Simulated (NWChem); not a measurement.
System: C$_{4}$H$_{3}$FOS; SMILES Fc1sccc1O

NWChem printed, in part:

```
             Northwest Computational Chemistry Package (NWChem) 7.3.0
             --------------------------------------------------------

 CS  symmetry detected

                             Geometry "geometry" -> ""
                             -------------------------

 Output coordinates in angstroms (scale by  1.889725989 to convert to a.u.)

  No.       Tag          Charge          X              Y              Z
 ---- ---------------- ---------- -------------- -------------- --------------
    1 O                    8.0000    -0.66622294     2.22235250     0.00000000
    2 C                    6.0000    -0.50233392     0.88460177     0.00000000
    3 C                    6.0000    -1.60017373    -0.02699742     0.00000000
    4 C                    6.0000    -1.19969617    -1.33352823     0.00000000
    5 S                   16.0000     0.51498525    -1.50342089     0.00000000
    6 C                    6.0000     0.69143093     0.21465795     0.00000000
    7 F                    9.0000     1.89063306     0.79194447     0.00000000
    8 H                    1.0000     0.20277499     2.64081935     0.00000000
    9 H                    1.0000    -2.63987836     0.30061059     0.00000000
   10 H                    1.0000    -1.82393741    -2.22542039     0.00000000

 Effective nuclear repulsion energy (a.u.)     354.9605494670

      Symmetry information
      --------------------

 Group name             Cs
 Group number              2
 Group order               2
 No. of unique centers    10

  xc_inp: hfexch multiplicative factor not found.

                                 NWChem DFT Module
                                 -----------------

 Summary of "ao basis" -> "ao basis" (spherical)
 ------------------------------------------------------------------------------
       Tag                 Description            Shells   Functions and Types
 ---------------- ------------------------------  ------  ---------------------
 O                          def2-svp                 6       14   3s2p1d
 C                          def2-svp                 6       14   3s2p1d
 S                          def2-svp                 8       18   4s3p1d
 F                          def2-svp                 6       14   3s2p1d
 H                          def2-svp                 3        5   2s1p

      Symmetry analysis of basis
      --------------------------

        a'         85
        a"         32

            General Information
            -------------------
          SCF calculation type: DFT
          Wavefunction type:  closed shell.
          No. of atoms     :    10
          No. of electrons :    60
           Alpha electrons :    30
            Beta electrons :    30
          Charge           :     0
          Spin multiplicity:     1
          Use of symmetry is: on ; symmetry adaption is: on
          Maximum number of iterations: 150
          AO basis - number of functions:   117
                     number of shells:    53
          Convergence on energy requested:  1.00D-06
          Convergence on density requested:  1.00D-05
          Convergence on gradient requested:  5.00D-04

              XC Information
              --------------
                     Hartree-Fock (Exact) Exchange  1.000

      Superposition of Atomic Density Guess
      -------------------------------------

 Sum of atomic energies:        -723.32806283

      Non-variational initial energy
      ------------------------------

 Total energy =    -727.154500
 1-e energy   =   -1701.159637
 2-e energy   =     619.044588
 HOMO         =      -0.199389
 LUMO         =       0.030025

      Symmetry analysis of molecular orbitals - initial
      -------------------------------------------------

  Numbering of irreducible representations:

     1 a'          2 a"

  Orbital symmetries:

     1 a'          2 a'          3 a'          4 a'          5 a'
     6 a'          7 a'          8 a'          9 a'         10 a'
    11 a"         12 a'         13 a'         14 a'         15 a'
    16 a'         17 a'         18 a'         19 a'         20 a"
    21 a'         22 a'         23 a"         24 a'         25 a'
    26 a"         27 a'         28 a'         29 a"         30 a"
    31 a"         32 a'         33 a'         34 a'         35 a"
    36 a'         37 a'         38 a'         39 a'         40 a'

     ---------------------------------------------
      Total Density - Mulliken Population Analysis
     ---------------------------------------------

    Atom       Charge   Shell Charges
 -----------   ------   -------------------------------------------------------
    1 O    8     8.50   1.99  1.10  0.61  3.00  1.79  0.01
    2 C    6     5.84   1.99  0.94  0.16  1.87  0.82  0.08
    3 C    6     6.19   1.99  0.97  0.31  2.05  0.84  0.04
    4 C    6     6.16   1.99  0.96  0.29  1.93  0.95  0.04
    5 S   16    15.91   2.00  1.99  1.19  0.65  5.94  1.71  2.35  0.08
    6 C    6     5.57   1.99  0.91  0.23  1.64  0.71  0.08
    7 F    9     9.36   1.99  1.14  0.77  3.42  2.03  0.01
    8 H    1     0.67   0.54  0.07  0.06
    9 H    1     0.91   0.67  0.22  0.03
   10 H    1     0.89   0.66  0.20  0.03

   convergence    iter        energy       DeltaE   RMS-Dens  Diis-err
 ---------------- ----- ----------------- --------- --------- ---------
 d= 0,ls=0.0,diis     1   -724.5078318417 -1.08D+03  7.77D-03  7.74D-01
 d= 0,ls=0.0,diis     2   -724.5891954335 -8.14D-02  3.54D-03  2.40D-01
 d= 0,ls=0.0,diis     3   -724.6148322226 -2.56D-02  1.35D-03  1.30D-02
 d= 0,ls=0.0,diis     4   -724.6172982880 -2.47D-03  3.57D-04  7.69D-04
 d= 0,ls=0.0,diis     5   -724.6174848041 -1.87D-04  1.50D-04  1.08D-04
  Resetting Diis
 d= 0,ls=0.0,diis     6   -724.6175273628 -4.26D-05  1.03D-04  2.71D-05
 d= 0,ls=0.0,diis     7   -724.6175405459 -1.32D-05  2.36D-05  2.90D-06
 d= 0,ls=0.0,diis     8   -724.6175417981 -1.25D-06  1.41D-05  9.57D-07
 d= 0,ls=0.0,diis     9   -724.6175422431 -4.45D-07  1.81D-05  3.50D-07
 d= 0,ls=0.0,diis    10   -724.6175424902 -2.47D-07  1.81D-06  1.62D-08

         Total DFT energy =     -724.617542490226
      One electron energy =    -1703.460700393802
           Coulomb energy =      689.020506818865
    Exchange-Corr. energy =      -65.137898382280
 Nuclear repulsion energy =      354.960549466992

 Numeric. integr. density =        0.000000000000

                  Occupations of the irreducible representations
                  ----------------------------------------------

                     irrep           alpha         beta
                     --------     --------     --------
                     a'               24.0         24.0
                     a"                6.0          6.0

                       DFT Final Molecular Orbital Analysis
                       ------------------------------------

 Vector   28  Occ=2.000000D+00  E=-4.971284D-01  Symmetry=a'
              MO Center=  3.0D-01, -1.1D+00, -5.5D-16, r^2= 3.1D+00
   Bfn.  Coefficient  Atom+Function         Bfn.  Coefficient  Atom+Function
  ----- ------------  ---------------      ----- ------------  ---------------
    68      0.342768   5 S  py               65      0.289769   5 S  py
    67     -0.275586   5 S  px               60     -0.234815   5 S  s
    64     -0.227996   5 S  px               79     -0.227966   6 C  py
    59     -0.203447   5 S  s                46      0.188121   4 C  px
    62      0.161132   5 S  py               33      0.146173   3 C  py

 Vector   29  Occ=2.000000D+00  E=-3.544845D-01  Symmetry=a"
              MO Center= -4.8D-01, -6.8D-01,  7.4D-17, r^2= 3.1D+00
   Bfn.  Coefficient  Atom+Function         Bfn.  Coefficient  Atom+Function
  ----- ------------  ---------------      ----- ------------  ---------------
    69      0.480004   5 S  pz               34     -0.342002   3 C  pz
    66      0.311464   5 S  pz               37     -0.279130   3 C  pz
    48     -0.195652   4 C  pz               63      0.174531   5 S  pz
    51     -0.153986   4 C  pz               20     -0.125166   2 C  pz
     6      0.115166   1 O  pz                9      0.107464   1 O  pz

 Vector   30  Occ=2.000000D+00  E=-3.241515D-01  Symmetry=a"
              MO Center= -1.2D-01,  6.1D-02,  3.3D-16, r^2= 3.0D+00
   Bfn.  Coefficient  Atom+Function         Bfn.  Coefficient  Atom+Function
  ----- ------------  ---------------      ----- ------------  ---------------
    80      0.379093   6 C  pz               83      0.300608   6 C  pz
    20      0.298366   2 C  pz               48     -0.267905   4 C  pz
    51     -0.247880   4 C  pz               23      0.223908   2 C  pz
     6     -0.217490   1 O  pz                9     -0.216412   1 O  pz
    69     -0.199265   5 S  pz               94      0.168132   7 F  pz

 Vector   31  Occ=0.000000D+00  E= 1.197519D-01  Symmetry=a"
              MO Center= -6.0D-01, -6.1D-01, -9.6D-16, r^2= 3.4D+00
   Bfn.  Coefficient  Atom+Function         Bfn.  Coefficient  Atom+Function
  ----- ------------  ---------------      ----- ------------  ---------------
    51      0.636864   4 C  pz               69     -0.494834   5 S  pz
    37     -0.485566   3 C  pz               83      0.423654   6 C  pz
    48      0.342631   4 C  pz               80      0.308747   6 C  pz
    34     -0.255108   3 C  pz               23     -0.174251   2 C  pz
    66     -0.170725   5 S  pz               20     -0.145612   2 C  pz

[...]
```

Level: Hartree-Fock/def2-SVP. The geometry was optimised at PBE0/def2-SVP.

Problem. Write an input that gives this output.

Solution. This is not unique; one that fits is the input that was run:
```
start job
memory heap 200 mb stack 900 mb global 1100 mb
geometry units angstroms noautoz
  O     -0.667954     2.225176     0.000000
  C     -0.501701     0.887717     0.000000
  C     -1.597928    -0.025821     0.000000
  C     -1.195142    -1.331642     0.000000
  S      0.519837    -1.498504     0.000000
  C      0.693246     0.219884     0.000000
  F      1.891426     0.799289     0.000000
  H      0.200303     2.645178     0.000000
  H     -2.638210     0.299949     0.000000
  H     -1.817806    -2.224636     0.000000
end
basis spherical
  * library def2-svp
end
dft
  xc hfexch
  iterations 150
  mulliken
end
task dft energy
```
